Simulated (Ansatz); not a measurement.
IIn (SMILES [In][I]), singlet, at a GFN2-xTB geometry (such geometries of metal compounds can be far from the true shape) (core potentials on I, In); BHLYP/def2-TZVP in Ansatz (a first-principles code).

The Ansatz input:
Ansatz 0.2 input:
```yaml
crystal:
  periodic: [false, false, false]
  atoms:
    - {symbol: In, position_ang: [-0.00000000, -0.00000000, -1.44929646]}
    - {symbol: I, position_ang: [0.00000000, 0.00000000, 1.33991559]}
basis:
  gaussian:
    orbitals: def2-TZVP
hamiltonian:
  xc: {name: BHLYP}
accuracy: high
```

Write the output that Ansatz gives for this input, abridged.


```
Functional definition: BHLYP
1747 factors; integrals over basis functions are off by at most 2.8e-9 eV
mean field evaluation 1: about -13273.1208 eV, gradient 1.2e1 eV
mean field evaluation 2: about -13273.1746 eV, gradient 1.5e1 eV
mean field evaluation 4: about -13273.8160 eV, gradient 6.1e-1 eV
mean field evaluation 8: about -13273.8496 eV, gradient 7.7e-2 eV
mean field evaluation 16: about -13273.8496 eV, gradient 2.9e-5 eV
mean field -13273.84963530 eV, -487.8049767589 hartree, gradient 3.5e-8 eV, S^2 0.000000; 0 other end points of the search recorded, 0 dependent functions left out
reference -13273.84965401 eV, -487.8049774464 hartree; 23, 23 occupied and 77, 77 virtual orbitals, 1747 factors
Total energy: -13273.84965401 eV, -487.8049774464 hartree
```
